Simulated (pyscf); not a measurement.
PySCF, gas phase, ωB97X-D3(BJ)/def2-SVP geometries.

Question: How much does it cost (ΔH, 298 K, ωB97M-D3(BJ)/def2-TZVP) to split `[CH3][N]([CH3])[Al]([CH3])[O][SiH3]` at its Al–O bond into [H₃C–Al–N(CH₃)–CH₃]• + •O–SiH₃?

Answer: Al–O to [H₃C–Al–N(CH₃)–CH₃]• + •O–SiH₃: 137.5 kcal/mol. The 7 functionals that were run give +126.1 (PBE) to +137.5 kcal/mol (ωB97M-D3(BJ)). The radicals are drawn with the spin at the cut bond; how far it spreads was not checked. •O–SiH₃ lies 24.9 kcal/mol over its isomer HO–SiH₂•, and others may lie lower still (electronic energy, ωB97M-D3(BJ)). Other isomers of [H₃C–Al–N(CH₃)–CH₃]• were not searched in full and may lie lower.
